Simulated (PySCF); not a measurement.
m-xylene, C₈H₁₀.
SMILES with atom numbers: `[CH3:1][c:2]1[cH:3][cH:4][cH:5][c:6]([CH3:7])[cH:8]1` (hydrogens: H9, H10, H11 on C1; H12 on C3; H13 on C4; H14 on C5; H15, H16, H17 on C7; H18 on C8)

Method: PBE0-D3(BJ)/def2-TZVP geometry optimisation, gas phase (PySCF 2.14.0); density fitting, grid level 2; the optimiser is geomeTRIC in internal coordinates, started from a GFN2-xTB structure with every atom displaced at random (about 0.01 Å).

Step 0: E = -8452.3588 eV
```
atom  x, y, z in Å  |  force x, y, z in eV/Å
C1     -2.3815   -1.1004    0.3581   -0.969   1.565   0.406
C2     -1.1960   -0.2401    0.0814    0.337   0.262  -0.194
C3     -1.3422    1.0969   -0.2833    2.405  -0.235   0.060
C4     -0.1668    1.8754   -0.5187   -2.993   0.077  -0.008
C5      1.0599    1.3177   -0.3977    0.752   0.373   0.013
C6      1.2148   -0.0009   -0.0239    0.947  -0.721   0.131
C7      2.5950   -0.6115    0.1020   -0.700   0.438   0.469
C8      0.0990   -0.7664    0.2008   -0.964   0.027   0.087
H9     -3.2534   -0.7169   -0.2053    0.315  -0.331   0.158
H10    -2.6679   -1.0194    1.4213    0.128  -0.176  -0.232
H11    -2.2235   -2.1206    0.1199    0.187  -1.060  -0.247
H12    -2.3000    1.5347   -0.3659   -0.941   0.427  -0.132
H13    -0.3395    2.9210   -0.8007    0.414  -0.342   0.088
H14     1.9214    1.9362   -0.5682    0.437   0.125  -0.076
H15     2.5908   -1.4099    0.8515    0.127   0.130  -0.101
H16     2.8909   -1.0289   -0.8437    0.267  -0.302  -0.513
H17     3.3193    0.1572    0.3747    0.085  -0.105   0.074
H18     0.1872   -1.8031    0.4973    0.165  -0.152   0.018
```

Step 1: E = -8452.5005 eV
```
atom  x, y, z in Å  |  force x, y, z in eV/Å
C1     -2.4038   -1.0725    0.3868    0.038  -0.238  -0.189
C2     -1.2061   -0.2299    0.0694    0.028   0.062  -0.031
C3     -1.3288    1.1012   -0.3128   -0.226   0.168  -0.231
C4     -0.2027    1.8704   -0.5764    0.225  -0.236   0.283
C5      1.0639    1.3288   -0.3974   -0.212   0.007  -0.077
C6      1.2164   -0.0023   -0.0206   -0.026   0.009  -0.011
C7      2.5820   -0.6001    0.1281    0.045  -0.032  -0.098
C8      0.0735   -0.7648    0.1891    0.046  -0.008   0.080
H9     -3.3348   -0.6491   -0.0015    0.143  -0.018  -0.018
H10    -2.5136   -1.1759    1.4649   -0.064   0.001   0.199
H11    -2.2823   -2.0904   -0.0120   -0.088   0.242   0.030
H12    -2.3217    1.5404   -0.4289    0.197  -0.109   0.036
H13    -0.2948    2.9018   -0.8872   -0.106   0.092  -0.013
H14     1.9433    1.9413   -0.5540    0.049   0.044  -0.060
H15     2.5770   -1.4468    0.8162   -0.002   0.001   0.006
H16     2.9583   -0.9621   -0.8368   -0.034   0.021   0.074
H17     3.2973    0.1385    0.4957   -0.003  -0.015   0.011
H18     0.1846   -1.8073    0.4768   -0.011   0.007   0.009
```

Task: Estimate the geometry and energy of step 2. (The exact step hangs on the optimiser's Hessian estimate; all steps are aligned on step 1, rigid shifts and turns removed.)

Result: E = -8452.5114 eV, largest force 0.201 eV/Å
```
atom  x, y, z in Å  |  force x, y, z in eV/Å
C1     -2.4031   -1.0679    0.3780    0.055  -0.153   0.037
C2     -1.1954   -0.2339    0.0783   -0.140  -0.025   0.032
C3     -1.3362    1.0915   -0.3146    0.151  -0.038  -0.001
C4     -0.2085    1.8620   -0.5482    0.079   0.172  -0.068
C5      1.0621    1.3289   -0.4001   -0.074  -0.044   0.030
C6      1.2248    0.0008   -0.0149   -0.011  -0.025   0.000
C7      2.5897   -0.6032    0.1188    0.018   0.025  -0.029
C8      0.0859   -0.7606    0.2190   -0.035   0.023  -0.010
H9     -3.3077   -0.6294   -0.0437   -0.008   0.013  -0.015
H10    -2.5525   -1.1632    1.4585   -0.007   0.012  -0.017
H11    -2.2942   -2.0805   -0.0200   -0.024   0.030   0.005
H12    -2.3267    1.5192   -0.4370    0.043  -0.021   0.018
H13    -0.3179    2.8970   -0.8520   -0.014   0.019  -0.004
H14     1.9356    1.9463   -0.5829   -0.011   0.002  -0.004
H15     2.5885   -1.4444    0.8139   -0.007   0.002   0.003
H16     2.9490   -0.9752   -0.8462   -0.009   0.002   0.007
H17     3.3150    0.1323    0.4722    0.004  -0.004   0.006
H18     0.1993   -1.7987    0.5205   -0.010   0.010   0.009
```

The energy changes by -0.0109 eV. The first-order estimate −F·Δx gives -0.0264 eV and the mean of the old and new forces, exact on a quadratic surface, -0.0108 eV. The step makes an angle of 75° with the force vector and moves no atom by more than 0.054 Å.

What follows is the cost of the whole optimisation. The run took 6.8 min wall, 16 min CPU on AMD EPYC, 2 threads, shared host with 64 logical CPUs at a one-minute load of 60, and the process peaked at 2.0 GiB of memory.
